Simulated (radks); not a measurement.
Results of a calculation; reference values are marked as such.
Initial-state core-level shifts of neutral aluminium when its valence configuration changes from [Ne] 3s2 3p1. Level of theory: scalar-relativistic Kohn-Sham, r2SCAN, spin-polarised, spherical densities, finite nucleus; open shells are filled with parallel spins first; meta-GGA in the generalised Kohn-Sham scheme; Fermi nuclear charge, rms radius 3.061 fm (a radial shooting solver on a logarithmic mesh with Libxc functionals). Shifts are changes of the shell-averaged eigenvalues in eV (positive: less bound); the change of the density at the nucleus, which sets a Mossbauer isomer shift, is in e/bohr^3, on a base of 1503.

valence          1s      2s      2p  density at nucleus
3s1 3p2      -1.043  -1.061  -1.037             -2.7784
3s1.5 3p1.5  -0.668  -0.663  -0.655             -1.4033
3p3          -2.962  -2.901  -2.867             -5.7884
3s0.5 3p2.5  -2.007  -1.987  -1.957             -4.2893
